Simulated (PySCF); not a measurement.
C6H3Cl, SMILES C#C/C=C(/Cl)C#C.

Coordinates come from a PBE0-D3(BJ)/def2-SVP optimisation. The structure was generated by enumeration; whether it is a known compound was not checked.

The numbers are results of PySCF with r2SCAN/def2-TZVP, not measurements.

Computed frontier levels, gap, dipole moment and polarisability:
```
Quantity                                                                                                         Value
---------------------------------------------------------------------------------------------  -----------------------
highest occupied level                                                                                        -6.09 eV
lowest empty level                                                                                            -2.74 eV
orbital gap                                                                                                    3.35 eV
dipole moment                                                                                                   1.28 D
quadrupole, principal values (traceless, Buckingham form, about the centre of nuclear charge)    -8.87, 1.19, 7.68 D·Å
mean static polarisability                                                                       87.7 bohr³ (13.00 Å³)
polarisability, principal values                                                               43.4, 94.4, 125.3 bohr³
```
